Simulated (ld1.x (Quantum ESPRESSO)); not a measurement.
## Which change was made? (Mg, RRKJ)

- Element: Mg (Z = 12)
- Generator: ld1.x (Quantum ESPRESSO) 7.5
- Type: norm-conserving RRKJ (Kleinman–Bylander form)
- Functional: PBEsol
- Relativity: scalar-relativistic
- Frozen core: [He]
- Valence charge: 10
- Reference configuration: 2s2 2p6 3s0 3p0 (charge +2)
- Partial waves: 2s (bound): rc 1.05 bohr; 2p (bound): rc 1.10 bohr
- Local potential: all-electron potential smoothed inside 0.90 bohr (lloc = -1)
- Core correction: none

Cutoffs, loose and tight: the cutoffs (Ry, on a coarse ladder) from which the occupation-weighted sum of valence levels, in a spherical-Bessel basis at the reference potential, stays within 10 and 1 mRy of its value at 400 Ry. They do not see the model core or the augmentation charge, which bear on the density cutoff. Test errors are all-electron minus pseudo excitation energies from the reference, over the configurations 2s2 2p6 3s2 3p0; 2s2 2p6 3s1 3p0; 2s2 2p6 3s1.5 3p0; 2s2 2p6 3s0 3p2; 2s2 2p6 3s0 3p1; 2s2 2p5 3s2 3p0; 2s1 2p6 3s2 3p0; variants that change the core or the reference have their own tests.

The base gives: outcome: generated; cutoff, loose: 110 Ry; cutoff, tight: 180 Ry; bound ghosts: none; largest test error (meV): -243.

After one change the result is: outcome: generated; cutoff, loose: 180 Ry; cutoff, tight: 260 Ry; bound ghosts: none; largest test error (meV): +146. Which change was it?
A. all radii scaled by about 0.80 (s 0.84, p 0.88 bohr); local potential all-electron potential smoothed inside 0.72 bohr (lloc = -1)
B. all radii scaled by about 1.16 (s 1.22, p 1.28 bohr); local potential all-electron potential smoothed inside 1.04 bohr (lloc = -1)
C. all radii scaled by about 1.33 (s 1.40, p 1.46 bohr); local potential all-electron potential smoothed inside 1.20 bohr (lloc = -1)
D. all radii scaled by about 0.89 (s 0.94, p 0.98 bohr); local potential all-electron potential smoothed inside 0.80 bohr (lloc = -1)

A. The others give: all radii scaled by about 1.33 (s 1.40, p 1.46 bohr); local potential all-electron potential smoothed inside 1.20 bohr (lloc = -1) → outcome: generated; cutoff, loose: 70 Ry; cutoff, tight: 100 Ry; bound ghosts: none; largest test error (meV): +1128 | all radii scaled by about 1.16 (s 1.22, p 1.28 bohr); local potential all-electron potential smoothed inside 1.04 bohr (lloc = -1) → outcome: generated; cutoff, loose: 90 Ry; cutoff, tight: 140 Ry; bound ghosts: none; largest test error (meV): +1789 | all radii scaled by about 0.89 (s 0.94, p 0.98 bohr); local potential all-electron potential smoothed inside 0.80 bohr (lloc = -1) → outcome: generated; cutoff, loose: 140 Ry; cutoff, tight: 200 Ry; bound ghosts: none; largest test error (meV): +248.
